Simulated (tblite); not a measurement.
Record of a relaxation.

C₇H₅FNP.
Numbering: `[CH3:1][c:2]1[c:3]([F:4])[cH:5][p:6][cH:7][c:8]1[C:9]#[N:10]` (hydrogens: H11, H12, H13 on C1; H14 on C5; H15 on C7)

Computed with GFN2-xTB (tblite), gas phase: L-BFGS steps from a force-field or distance-geometry start until the largest atomic force falls under 0.01 eV/Å. 13 of its 37 geometries are shown.

Step 0: E = -751.6430 eV, largest atomic force 3.394 eV/Å
```
atom  x, y, z in Å  |  force x, y, z in eV/Å
C1      0.294   -1.798   -0.037   -1.126  -0.435   0.495
C2     -0.135   -0.340   -0.022    1.601  -2.989  -0.137
C3     -1.458   -0.104    0.002   -2.821   0.090  -0.092
F4     -2.330   -1.166   -0.020    0.563   0.171   0.017
C5     -2.061    1.133    0.028    1.286   0.040  -0.045
P6     -0.969    2.481    0.031   -0.118   2.284   0.037
C7      0.705    1.943    0.012   -1.453  -0.371   0.058
C8      0.876    0.576   -0.001    2.613   0.624  -0.091
C9      2.260    0.112   -0.019    1.499  -0.614  -0.011
N10     3.375   -0.234   -0.030   -2.606   0.948   0.025
H11    -0.341   -2.295    0.733    0.495  -0.008  -0.466
H12     0.030   -2.283   -1.004    0.478   0.354   0.597
H13     1.339   -1.923    0.255   -0.300  -0.057  -0.411
H14    -3.132    1.277    0.026    0.213  -0.018   0.030
H15     1.542    2.630    0.023   -0.325  -0.022  -0.007
```

Step 3: E = -752.0696 eV, largest atomic force 1.129 eV/Å
```
atom  x, y, z in Å  |  force x, y, z in eV/Å
C1      0.277   -1.823   -0.024   -0.077  -0.056   0.124
C2     -0.109   -0.385   -0.025   -0.011  -0.443   0.015
C3     -1.481   -0.111   -0.002    0.176   0.499  -0.082
F4     -2.323   -1.170   -0.020    0.119   0.077   0.010
C5     -2.031    1.152    0.026    0.752   0.003  -0.063
P6     -0.972    2.551    0.033   -0.137   0.695   0.027
C7      0.664    1.941    0.014   -0.391  -0.309   0.013
C8      0.913    0.570   -0.005   -0.399   0.273  -0.060
C9      2.255    0.114   -0.019    1.077  -0.212  -0.016
N10     3.360   -0.225   -0.030   -1.058   0.393   0.013
H11    -0.332   -2.304    0.727   -0.083  -0.469   0.180
H12     0.045   -2.275   -0.987    0.181  -0.091   0.021
H13     1.325   -1.928    0.239   -0.022  -0.236  -0.205
H14    -3.115    1.277    0.028    0.443   0.043   0.027
H15     1.521    2.625    0.023   -0.570  -0.166  -0.003
```

Step 6: E = -752.2373 eV, largest atomic force 0.999 eV/Å
```
atom  x, y, z in Å  |  force x, y, z in eV/Å
C1      0.268   -1.853   -0.005    0.001  -0.142  -0.003
C2     -0.102   -0.418   -0.022    0.074   0.040   0.077
C3     -1.452   -0.088   -0.013   -0.026  -0.048   0.018
F4     -2.308   -1.152   -0.019    0.060   0.506  -0.005
C5     -1.964    1.185    0.019   -0.111   0.121  -0.039
P6     -0.983    2.634    0.036   -0.006  -0.391   0.008
C7      0.604    1.928    0.016   -0.033   0.117  -0.045
C8      0.886    0.568   -0.012    0.153  -0.065   0.021
C9      2.253    0.133   -0.019   -0.899   0.436  -0.010
N10     3.342   -0.211   -0.029    0.457  -0.071   0.001
H11    -0.337   -2.361    0.742    0.064  -0.211  -0.044
H12     0.068   -2.286   -0.981   -0.071  -0.208  -0.071
H13     1.320   -1.959    0.214    0.172  -0.222   0.090
H14    -3.049    1.282    0.031    0.226   0.082  -0.002
H15     1.451    2.605    0.023   -0.062   0.058   0.005
```

Step 9: E = -752.2749 eV, largest atomic force 0.418 eV/Å
```
atom  x, y, z in Å  |  force x, y, z in eV/Å
C1      0.270   -1.873   -0.003    0.079  -0.052  -0.041
C2     -0.095   -0.428   -0.014    0.038  -0.103   0.024
C3     -1.438   -0.077   -0.013    0.066  -0.004   0.038
F4     -2.309   -1.108   -0.019   -0.240  -0.022  -0.008
C5     -1.949    1.195    0.013   -0.003  -0.054   0.002
P6     -0.987    2.634    0.038    0.032   0.147  -0.003
C7      0.590    1.928    0.012    0.093   0.020  -0.013
C8      0.879    0.570   -0.012   -0.094   0.045   0.027
C9      2.235    0.158   -0.021    0.412  -0.069  -0.002
N10     3.328   -0.196   -0.029   -0.288   0.195   0.000
H11    -0.331   -2.397    0.741    0.086  -0.061  -0.091
H12     0.067   -2.308   -0.983   -0.035  -0.078   0.059
H13     1.329   -1.989    0.215   -0.047  -0.135   0.039
H14    -3.021    1.293    0.031   -0.199   0.054  -0.019
H15     1.428    2.608    0.023    0.101   0.116  -0.010
```

Step 12: E = -752.2881 eV, largest atomic force 0.206 eV/Å
```
atom  x, y, z in Å  |  force x, y, z in eV/Å
C1      0.278   -1.886   -0.006   -0.028   0.012   0.012
C2     -0.091   -0.439   -0.008   -0.080   0.043  -0.010
C3     -1.434   -0.077   -0.009   -0.120  -0.017   0.013
F4     -2.332   -1.089   -0.020   -0.036  -0.057   0.004
C5     -1.948    1.197    0.012    0.007   0.057   0.031
P6     -0.985    2.639    0.037    0.006   0.038  -0.018
C7      0.594    1.934    0.009   -0.010   0.030   0.025
C8      0.875    0.573   -0.009    0.019  -0.009   0.007
C9      2.234    0.173   -0.021   -0.075   0.015   0.015
N10     3.324   -0.177   -0.029    0.200   0.047  -0.008
H11    -0.320   -2.418    0.731   -0.012  -0.042   0.019
H12     0.062   -2.327   -0.979    0.025  -0.017  -0.015
H13     1.332   -2.017    0.221    0.020  -0.055  -0.027
H14    -3.026    1.302    0.029    0.060  -0.020  -0.027
H15     1.432    2.621    0.021    0.023  -0.024  -0.021
```

Step 15: E = -752.2913 eV, largest atomic force 0.106 eV/Å
```
atom  x, y, z in Å  |  force x, y, z in eV/Å
C1      0.277   -1.889   -0.006   -0.025   0.001   0.001
C2     -0.096   -0.439   -0.007    0.008  -0.010   0.014
C3     -1.441   -0.078   -0.007    0.028   0.004   0.006
F4     -2.341   -1.090   -0.020    0.017   0.030   0.009
C5     -1.946    1.201    0.014   -0.001  -0.024   0.006
P6     -0.984    2.646    0.036    0.016  -0.055  -0.009
C7      0.595    1.936    0.011    0.016  -0.044   0.007
C8      0.873    0.573   -0.007   -0.003  -0.028   0.011
C9      2.237    0.175   -0.020    0.002  -0.010   0.008
N10     3.333   -0.163   -0.030   -0.027   0.102  -0.003
H11    -0.318   -2.428    0.730   -0.014   0.006   0.004
H12     0.064   -2.333   -0.979    0.007   0.020  -0.004
H13     1.332   -2.029    0.218   -0.032   0.024  -0.025
H14    -3.023    1.303    0.025    0.001   0.023  -0.013
H15     1.435    2.621    0.019    0.007  -0.038  -0.013
```

Step 18: E = -752.2943 eV, largest atomic force 0.124 eV/Å
```
atom  x, y, z in Å  |  force x, y, z in eV/Å
C1      0.271   -1.891   -0.005    0.026  -0.045  -0.018
C2     -0.102   -0.441   -0.003    0.046  -0.096   0.024
C3     -1.446   -0.078   -0.002    0.064  -0.007   0.010
F4     -2.348   -1.085   -0.017   -0.015  -0.027   0.009
C5     -1.945    1.202    0.018    0.011  -0.017  -0.034
P6     -0.978    2.640    0.031    0.023   0.070   0.010
C7      0.599    1.930    0.014    0.000  -0.032  -0.025
C8      0.872    0.566   -0.002   -0.034  -0.024   0.017
C9      2.236    0.176   -0.017    0.124  -0.008  -0.004
N10     3.343   -0.125   -0.031   -0.093   0.070   0.005
H11    -0.321   -2.436    0.731   -0.015   0.028  -0.025
H12     0.067   -2.334   -0.981   -0.059   0.029  -0.006
H13     1.327   -2.035    0.211   -0.015   0.061   0.025
H14    -3.019    1.309    0.018   -0.078   0.026   0.008
H15     1.440    2.612    0.013    0.013  -0.029   0.005
```

Step 21: E = -752.2970 eV, largest atomic force 0.070 eV/Å
```
atom  x, y, z in Å  |  force x, y, z in eV/Å
C1      0.267   -1.899   -0.006    0.009  -0.003  -0.005
C2     -0.103   -0.450    0.004   -0.022   0.028   0.004
C3     -1.446   -0.080    0.003   -0.036   0.002   0.000
F4     -2.354   -1.083   -0.013    0.016  -0.015   0.011
C5     -1.944    1.202    0.018   -0.003   0.022  -0.030
P6     -0.971    2.639    0.028   -0.014  -0.003   0.006
C7      0.602    1.920    0.015   -0.018   0.008  -0.019
C8      0.870    0.555    0.004    0.017   0.001  -0.002
C9      2.237    0.180   -0.013   -0.029   0.040  -0.001
N10     3.352   -0.083   -0.033    0.069  -0.012   0.005
H11    -0.325   -2.442    0.729   -0.014  -0.019  -0.014
H12     0.062   -2.333   -0.985   -0.062  -0.005  -0.021
H13     1.322   -2.035    0.207    0.044   0.006   0.040
H14    -3.020    1.317    0.013    0.036  -0.015   0.014
H15     1.447    2.599    0.008    0.006  -0.034   0.013
```

Step 24: E = -752.2978 eV, largest atomic force 0.027 eV/Å
```
atom  x, y, z in Å  |  force x, y, z in eV/Å
C1      0.267   -1.900   -0.007   -0.011   0.017   0.005
C2     -0.104   -0.451    0.005    0.007   0.009  -0.008
C3     -1.447   -0.080    0.004    0.008  -0.002  -0.009
F4     -2.354   -1.084   -0.011    0.005   0.001   0.011
C5     -1.943    1.203    0.015    0.002  -0.010  -0.001
P6     -0.970    2.640    0.028   -0.003  -0.008  -0.007
C7      0.601    1.918    0.013    0.002   0.002   0.001
C8      0.870    0.553    0.005    0.004   0.007  -0.013
C9      2.240    0.183   -0.013    0.006   0.007   0.001
N10     3.357   -0.073   -0.032   -0.004   0.005   0.006
H11    -0.327   -2.445    0.726    0.008  -0.013  -0.012
H12     0.054   -2.332   -0.987   -0.006   0.008   0.019
H13     1.324   -2.034    0.210   -0.024  -0.011  -0.004
H14    -3.019    1.318    0.013    0.001  -0.007   0.005
H15     1.449    2.592    0.008    0.005  -0.005   0.008
```

Step 27: E = -752.2980 eV, largest atomic force 0.013 eV/Å
```
atom  x, y, z in Å  |  force x, y, z in eV/Å
C1      0.265   -1.899   -0.007   -0.002  -0.011   0.000
C2     -0.104   -0.451    0.005    0.006  -0.009  -0.002
C3     -1.447   -0.080    0.003    0.007   0.001  -0.001
F4     -2.354   -1.084   -0.009    0.004  -0.005   0.007
C5     -1.943    1.202    0.014    0.000  -0.001   0.000
P6     -0.971    2.639    0.027    0.002   0.008  -0.006
C7      0.601    1.918    0.013    0.004   0.004  -0.001
C8      0.870    0.553    0.004   -0.002   0.001  -0.004
C9      2.240    0.185   -0.013    0.009  -0.003  -0.002
N10     3.358   -0.071   -0.031   -0.007   0.006   0.007
H11    -0.327   -2.447    0.725   -0.009   0.003   0.008
H12     0.052   -2.331   -0.986   -0.002   0.005  -0.007
H13     1.322   -2.035    0.210   -0.003  -0.005  -0.006
H14    -3.018    1.317    0.013   -0.010  -0.005   0.002
H15     1.450    2.590    0.009    0.003   0.011   0.006
```

Step 30: E = -752.2981 eV, largest atomic force 0.018 eV/Å
```
atom  x, y, z in Å  |  force x, y, z in eV/Å
C1      0.264   -1.900   -0.007    0.000  -0.001  -0.004
C2     -0.103   -0.451    0.004   -0.006   0.009   0.001
C3     -1.446   -0.080    0.003   -0.008   0.002   0.007
F4     -2.353   -1.085   -0.007    0.007   0.002   0.005
C5     -1.942    1.202    0.014   -0.001   0.005  -0.002
P6     -0.970    2.639    0.025   -0.001  -0.009  -0.004
C7      0.602    1.918    0.012   -0.001   0.001  -0.003
C8      0.871    0.553    0.003    0.005  -0.002   0.002
C9      2.241    0.186   -0.013   -0.016   0.003   0.000
N10     3.359   -0.067   -0.030    0.017  -0.003   0.005
H11    -0.329   -2.448    0.725   -0.007   0.009   0.003
H12     0.050   -2.330   -0.986   -0.004  -0.007  -0.010
H13     1.320   -2.037    0.209    0.010  -0.009  -0.001
H14    -3.019    1.316    0.014    0.012  -0.004   0.001
H15     1.452    2.590    0.011   -0.007   0.005   0.003
```

Step 33: E = -752.2981 eV, largest atomic force 0.017 eV/Å
```
atom  x, y, z in Å  |  force x, y, z in eV/Å
C1      0.263   -1.901   -0.007    0.002   0.008  -0.006
C2     -0.103   -0.451    0.004    0.005  -0.002   0.000
C3     -1.445   -0.080    0.003    0.005  -0.003   0.006
F4     -2.351   -1.085   -0.004   -0.005  -0.001   0.004
C5     -1.942    1.202    0.013    0.004  -0.005   0.001
P6     -0.970    2.639    0.024    0.000   0.003  -0.002
C7      0.602    1.919    0.011   -0.003  -0.005   0.000
C8      0.871    0.554    0.002    0.000   0.000   0.003
C9      2.242    0.187   -0.013    0.012  -0.002   0.004
N10     3.360   -0.066   -0.028   -0.007   0.002   0.003
H11    -0.331   -2.447    0.725    0.004   0.012  -0.011
H12     0.048   -2.330   -0.987   -0.002  -0.004   0.007
H13     1.320   -2.040    0.208   -0.008  -0.004  -0.004
H14    -3.019    1.315    0.015   -0.001   0.004  -0.002
H15     1.451    2.592    0.012   -0.008  -0.002  -0.003
```

Step 36: E = -752.2982 eV, largest atomic force 0.009 eV/Å
```
atom  x, y, z in Å  |  force x, y, z in eV/Å
C1      0.263   -1.901   -0.009    0.001  -0.003  -0.001
C2     -0.102   -0.451    0.004    0.004  -0.004  -0.004
C3     -1.444   -0.080    0.005    0.004  -0.001  -0.003
F4     -2.350   -1.086   -0.001   -0.002   0.000   0.004
C5     -1.942    1.202    0.012    0.000  -0.002   0.005
P6     -0.970    2.639    0.021   -0.003   0.003  -0.002
C7      0.602    1.919    0.011   -0.001   0.002   0.004
C8      0.872    0.554    0.002    0.000   0.002   0.001
C9      2.243    0.187   -0.012    0.006   0.001   0.006
N10     3.361   -0.064   -0.025   -0.002  -0.002   0.001
H11    -0.332   -2.445    0.724   -0.001  -0.002   0.000
H12     0.046   -2.330   -0.988   -0.002   0.000   0.000
H13     1.319   -2.043    0.207    0.000   0.004  -0.004
H14    -3.018    1.314    0.015   -0.004   0.004  -0.002
H15     1.450    2.593    0.013    0.002  -0.001  -0.006
```

**Question.** Summarise the path.

**Answer.** The energy falls by 15.11 kcal/mol from step 0 to step 36; nine tenths of that is first reached at step 6. It falls at every step. The largest force goes from 3.394 to 0.009 eV/Å. Among the bonds C2–C3 changes most, from 1.344 to 1.393 Å; the atoms move by 0.113 Å rms after alignment.

Run on one thread, Arm Neoverse V1, shared host.
